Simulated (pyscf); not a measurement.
This saddle point was located with ωB97X-D3(BJ)/def2-SVP in PySCF.

```xyz
4

P     -0.0146     1.5174     0.4626
Ga     1.1934     0.5610    -1.1586
H      0.4448     0.3383     1.1475
H     -0.2693    -0.1759    -1.3150
```

Surface: singlet, charge 0. Lowest wavenumbers (cm⁻¹): 979i, 370, 470, 687, 1676.

Question: What reaction is this the transition state of?

Answer: `[PH]=[GaH]` ⇌ `[PH2][Ga]` [singlet], a hydrogen shift read from left to right: Ga–H broken and H–P formed. At CCSD(T)/def2-TZVPP + ΔMP2(QZVPP) it lies +32.6 kcal/mol from the left side and +46.6 kcal/mol from the right (each side as separated species at their lowest minima found). One saddle was located; it need not be the lowest between these sides. A restricted solution here is unstable towards spin polarisation, so biradical character is likely and single-reference numbers are less safe. The CCSD(T) − MP2 part came from Ansatz, without density fitting, on the same reference. The largest closed-shell T1 diagnostic is 0.031, which may signal static correlation. The frozen core leaves the outer d or s,p core shells of the metals and heavy elements correlated in the MP2 and CC values, and def2-TZVPP describes them poorly, which can shift differences by a few kcal/mol. Elements up to Kr have no core potential and no relativistic terms here.
